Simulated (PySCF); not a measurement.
C₄H₅F, SMILES C([C@H](C)F)#C.

Geometry optimised at PBE0-D3(BJ)/def2-SVP. The structure was generated by enumeration; whether it is a known compound was not checked.

Calculation: M06-2X/def2-TZVP run with PySCF.

The molecule is in vacuum.

* **total energy**: -255.19642 hartree
* **highest occupied level**: -9.36 eV
* **lowest empty level**: 1.24 eV
* **orbital gap**: 10.60 eV
* **dipole moment**: 1.88 D
* **quadrupole, principal values (traceless, Buckingham form, about the centre of nuclear charge)**: -5.69, -1.38, 7.06 D·Å
* **mean static polarisability**: 45.6 bohr³ (6.75 Å³)
* **polarisability, principal values**: 36.1, 38.3, 62.3 bohr³
